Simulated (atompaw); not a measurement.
**Building the PAW (atompaw) potential for Ag (PBEsol, scalar-relativistic).**

silver, PAW, made with atompaw 4.2.0.5 (PBEsol, scalar-relativistic). Core [Ar] 3d10 4s2, reference 4p6 4d10 5s1 5p0. Waves: 5s (bound): rc 3.00 bohr; 5s channel at 0.15 Ry: rc 3.00 bohr; 4p (bound): rc 1.25 bohr; 5p (bound, empty): rc 3.00 bohr; 4d (bound): rc 3.00 bohr; 4d channel at -0.15 Ry: rc 3.00 bohr. Local part: bessel scheme, radius 2.40 bohr. Core correction: smooth core density matched at 1.60 bohr. Augmentation charge: besselshape compensation charge, radius 2.95 bohr; PAW radius 3.00 bohr; waves and projectors: custom polynom gramschmidtortho.

All-electron outer shells of the reference configuration (PBEsol, scalar-relativistic, ld1.x):

| shell | level (eV) | outermost node (bohr) | outermost maximum (bohr) |
| --- | --- | --- | --- |
| 3d | -358.49 | – | 0.27 |
| 4s | -94.97 | 0.44 | 0.82 |
| 4p | -58.51 | 0.44 | 0.87 |
| 4d | -7.45 | 0.43 | 1.04 |
| 5s | -4.42 | 1.11 | 2.49 |
| 5p | -0.67 | 1.25 | 3.76 |

Calculated quality:

```json
{"Cutoffs needed": "45 Ry and 80 Ry (the cutoffs (Ry, on a coarse ladder) from which the occupation-weighted sum of valence levels, in a spherical-Bessel basis at the reference potential, stays within 10 and 1 mRy of its value at 400 Ry)", "Ghost test": "no extra level below or beside the all-electron valence levels (s, p, d, f tested) (spherical-Bessel basis up to 400 Ry, 20 bohr box)", "Lowest eigenvalue of the overlap operator": "0.20 (s channel)", "Overlap eigenvalues printed by atompaw (projector basis)": "0.0394, 0.606, 0.607, 0.935, 39.4, 51.1", "Share of each valence orbital outside the PAW sphere": "5s 47 %, 4p 0 %, 5p 84 %, 4d 3 %"}
```

Generation and tests took about 2.8 s on one core of a shared server CPU.
